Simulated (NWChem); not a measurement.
System meant: CdNH₃Se; SMILES [SeH][Cd][NH2]

The following NWChem deck was run.

```
start job
memory heap 200 mb stack 900 mb global 1100 mb
geometry units angstroms noautoz
  Cd     0.497414    -0.452253     0.101719
  N      1.085862    -2.368517    -0.051854
  H      1.169207    -2.704000    -1.010147
  H      0.494693    -3.034675     0.442709
  Se    -0.019776     1.933465     0.314919
  H     -1.329155     1.742276    -0.331854
end
basis spherical
  * library def2-svp
end
dft
  xc pbe0
  iterations 150
  mulliken
end
task dft energy
```

End of the output:

```
             Northwest Computational Chemistry Package (NWChem) 7.3.0
             --------------------------------------------------------

 C1  symmetry detected

                             Geometry "geometry" -> ""
                             -------------------------

 Output coordinates in angstroms (scale by  1.889725989 to convert to a.u.)

  No.       Tag          Charge          X              Y              Z
 ---- ---------------- ---------- -------------- -------------- --------------
    1 Cd                  48.0000    -0.00390389     0.72675313    -0.01022132
    2 N                    7.0000     0.12420143     2.73275513     0.02809852
    3 H                    1.0000    -0.24737464     3.15858079     0.87569774
    4 H                    1.0000    -0.32408247     3.20147001    -0.75751445
    5 Se                  34.0000     0.03884985    -1.72326357     0.00321090
    6 H                    1.0000    -1.43146111    -1.78252553     0.06657977

 Effective nuclear repulsion energy (a.u.)     525.4659492012

                                 NWChem DFT Module
                                 -----------------

 Summary of "ao basis" -> "ao basis" (spherical)
 ------------------------------------------------------------------------------
       Tag                 Description            Shells   Functions and Types
 ---------------- ------------------------------  ------  ---------------------
 Cd                         def2-svp                11       31   5s3p2d1f
 N                          def2-svp                 6       14   3s2p1d
 H                          def2-svp                 3        5   2s1p
 Se                         def2-svp                12       32   5s4p3d

            General Information
            -------------------
          SCF calculation type: DFT
          Wavefunction type:  closed shell.
          No. of atoms     :     6
          No. of electrons :    92
           Alpha electrons :    46
            Beta electrons :    46
          Charge           :     0
          Spin multiplicity:     1
          Use of symmetry is: off; symmetry adaption is: off
          Maximum number of iterations: 150
          AO basis - number of functions:    92
                     number of shells:    38
          Convergence on energy requested:  1.00D-06
          Convergence on density requested:  1.00D-05
          Convergence on gradient requested:  5.00D-04

              XC Information
              --------------
                         PBE0 Method XC Functional
                     Hartree-Fock (Exact) Exchange  0.250
          PerdewBurkeErnzerhof Exchange Functional  0.750
            Perdew 1991 LDA Correlation Functional  1.000 local
           PerdewBurkeErnz. Correlation Functional  1.000 non-local

             Grid Information
             ----------------
          Grid used for XC integration:  medium
          Radial quadrature: Mura-Knowles
          Angular quadrature: Lebedev.
          Tag              B.-S. Rad. Rad. Pts. Rad. Cut. Ang. Pts.
          ---              ---------- --------- --------- ---------
          Cd                  1.55      123          10.0       590
          N                   0.65       49          12.0       434
          H                   0.35       45          12.0       434
          Se                  1.15      112          12.0       590
          Grid pruning is: on
          Number of quadrature shells:   419
          Spatial weights used:  Erf1

      Superposition of Atomic Density Guess
      -------------------------------------

 Sum of atomic energies:       -3663.47361814

      Non-variational initial energy
      ------------------------------

 Total energy =   -3668.488754
 1-e energy   =   -6135.970395
 2-e energy   =    1942.015692
 HOMO         =      -1.070692
 LUMO         =      -0.921700

     ---------------------------------------------
      Total Density - Mulliken Population Analysis
     ---------------------------------------------

    Atom       Charge   Shell Charges
 -----------   ------   -------------------------------------------------------
    1 Cd  48    55.95   2.00  2.01  2.04  2.78 -0.52  6.02  6.95 -0.35 10.03 10.99 14.00
    2 N    7     6.10   1.99  0.98  0.42  2.06  0.66 -0.00
    3 H    1     0.37   0.35  0.00  0.01
    4 H    1     0.37   0.35  0.00  0.01
    5 Se  34    29.09   2.00  2.00  2.00  0.95  0.85  6.00  5.96  0.16 -0.50  8.17  1.78 -0.27
    6 H    1     0.12   0.10  0.01  0.01

[...]
```

Question: Find the fault in this run and fix the input.

Answer: The run ends normally but its numbers are meaningless: the def2 basis of a heavy element holds valence functions alone and wants its effective core potential (without it all electrons must fit into that basis). This input runs:
```
start job
memory heap 200 mb stack 900 mb global 1100 mb
geometry units angstroms noautoz
  Cd     0.497414    -0.452253     0.101719
  N      1.085862    -2.368517    -0.051854
  H      1.169207    -2.704000    -1.010147
  H      0.494693    -3.034675     0.442709
  Se    -0.019776     1.933465     0.314919
  H     -1.329155     1.742276    -0.331854
end
basis spherical
  Cd library def2-svp
  N library def2-svp
  H library def2-svp
  Se library def2-svp
end
ecp
  Cd library def2-ecp
end
dft
  xc pbe0
  iterations 150
  mulliken
end
task dft energy
```
It converges to -2625.17150 Ha (PBE0/def2-SVP with def2 effective core potentials on Cd). The faulty run gave -3772.855 Ha, with all electrons squeezed into the valence basis.
